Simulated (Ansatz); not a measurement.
System: CH3NOSi, charge 0, singlet. CH3NOSi (SMILES N([SiH3])=C=O).
B3LYP-D3(BJ)/def2-TZVP minimum from Ansatz (a first-principles code):
```xyz
7

Si    -1.5688    -0.1388    -0.2345
N      0.1165     0.0152     0.0103
C      1.2899     0.1142     0.1928
O      2.4409     0.2121     0.3704
H     -2.1821     1.2039    -0.1909
H     -1.8046    -0.7610    -1.5530
H     -2.1317    -0.9881     0.8347
```
Charge 0, spin multiplicity 1.

Atomisation energy term by term, kcal/mol (programs: Ansatz). Radicals and triplets start from unrestricted determinants; spin-orbit coupling is neglected. Correlated methods leave the cores frozen. Rows without X2C or -DK are non-relativistic. CBS(X,Y): correlation extrapolated as X^-3, Hartree-Fock from the larger set. A bracket is a step between two methods taken in the basis named. 'core' is core correlation in cc-pwCVTZ (1s frozen past Ne), 'X2C' scalar relativity in cc-pVTZ-DK, both at CCSD(T). For partners of very few electrons the exact lower level stands in for a higher one.

```tsv
term	basis	kcal/mol
Hartree-Fock	cc-pV(Q+d)Z	457.39
CCSD correlation	CBS(cc-pV(T+d)Z,cc-pV(Q+d)Z)	191.27
(T)	CBS(cc-pV(T+d)Z,cc-pV(Q+d)Z)	15.76
CCSDT(Q) - CCSD(T)	cc-pV(D+d)Z	0.94
core correlation	cc-pwCVTZ	1.97
scalar relativity	X2C, cc-pVTZ-DK	-1.32
sum: De		666.0
```
